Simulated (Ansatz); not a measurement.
A series at Nb: from `[F][Nb]([F])([Cl])([Cl])[Cl]`, ligands are replaced one by one, each step taking up H–F and setting free HCl; n counts the steps. Ansatz, PBE0-D4/def2-TZVP geometries.

```csv
n,molecule,"HOMO energy, ωB97M-V/def2-TZVPP (eV)"
0,`[F][Nb]([F])([Cl])([Cl])[Cl]`,-11.77
1,`[F][Nb]([F])([F])([Cl])[Cl]`,-11.92
2,`[F][Nb]([F])([F])([F])[Cl]`,?
3,`[F][Nb]([F])([F])([F])[F]`,-14.78
```

**Question.** By hand: fit a straight line y = ȳ + b (n − n̄) to the 3 given rows and predict n = 2.

**Answer.** n̄ = 1.333, ȳ = -12.823; Σ(n − n̄)(y − ȳ) = -4.967, Σ(n − n̄)² = 4.667, so b = -1.064 eV a step. Prediction: -12.823 + (-1.064) × (0.667) = -13.53 eV.

**Question.** By hand: compare with the computed value, -12.87 eV, and give the steps along the whole series.

**Answer.** The line misses by 0.66 eV (computed minus predicted). Steps: -0.15, -0.95, -1.91 eV.

One step carries most of the change, so a line is a poor guide. The highest orbital can change its character along such a series. The miss is 21.9 % of the series' range.
